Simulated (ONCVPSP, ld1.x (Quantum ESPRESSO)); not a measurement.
**Potentials for titanium compared**

Generated with ld1.x 7.5 (TM, RRKJ, ultrasoft, PAW), atompaw 4.2 or ONCVPSP 4.0.1. The cutoff is in Ry: for ld1.x and atompaw files where the sum of valence levels is converged to 10 mRy in a Bessel basis, for ONCV files where the hardest occupied wave has 1 mHa per electron of residual kinetic energy. The error is the largest all-electron minus pseudo excitation energy over each file’s own four to seven test configurations (ionisations up to +4, promotions, holes and added fractions of an electron), all of which were solved. The labels leave out finer settings (local radius, basis sizes, second energies), which also bear on the numbers. Spin-polarised tests are not counted. The rows are a selection from randomly drawn settings: files with unsolved tests, undetermined cutoffs or missed reference levels are left out.

A true bound ghost makes a file unfit for plane-wave use even where its test errors are small: the radial tests pick states by their node count and pass the ghost by.

```csv
potential,cutoff (Ry),largest error (meV),bound ghosts
"ultrasoft, LDA (PZ), scalar-relativistic, rc 1.55/1.85/2.35/1.95 (spdf), local smoothed, core correction no, reference 3s2 3p6 3d2 4s1.75 4p0.25",30,+259,none
"ONCV, PBE, scalar-relativistic, rc 1.80/1.55/1.55 (spd), local smoothed, core correction yes, reference 3s2 3p6 3d2 4s2, qcut 5.2/9.4/14.2, projectors 2/3/2",100,+19,none
"ONCV, PBEsol, fully relativistic, rc 1.40/1.45/1.40 (spd), local d, core correction yes, reference 3s2 3p6 3d2, qcut 9.3/8.8/12.3, projectors 2/2/0",99,+15,"s, p3/2"
"PAW, BP86, scalar-relativistic, rc 3.20/4.45/2.30/3.25 (spdf), local smoothed, core correction yes, reference 3d2 4s1.75 4p0",18,-99,none
"ONCV, revPBE, scalar-relativistic, rc 1.40/1.35/1.95 (spd), local smoothed, core correction no, reference 3s2 3p6 3d2 4s1, qcut 10.5/10.3/9.3, projectors 2/2/2",73,+72,none
```

Question: Fill in the row for Ti: ONCV, PBE, scalar-relativistic, rc 2.65/2.10/1.70 (spd), local smoothed, core correction yes, reference 3d2 4s1, qcut 2/3.7/9.7, projectors 2/2/2.

Answer: cutoff 66 Ry, largest error -318 meV, bound ghosts: p.
